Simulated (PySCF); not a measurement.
Computed shifts of a molecule CH3NO3Si, PBE/pcSseg-1 in PySCF, GIAO, gas phase, atoms alike by connectivity averaged where their shifts nearly agree, in ppm (number of nuclei): ²⁹Si: -66.0 (1). ¹⁵N: 63.9 (1). ¹³C: 121.3 (1). ¹H: 5.00 (1), 2.42 (1), 1.99 (1). References: ²⁹Si against TMS (σ = 335.4 ppm); ¹⁷O against H2O (σ = 334.3 ppm); ¹⁵N against NH3 (σ = 267.0 ppm); ¹³C against TMS (σ = 182.0 ppm); ¹H against TMS (σ = 31.49 ppm), references at their B3LYP-D3(BJ)/def2-TZVP geometries, non-relativistic. Coordinates come from a B3LYP-D3(BJ)/def2-SVP optimisation. Other conformers were not sampled.

Q: Identify the compound among the candidates.
A) O=C=N[SiH](O)O
B) O[Si]1(O)N=CO1
C) N#CO[SiH](O)O

A: A, O=C=N[SiH](O)O
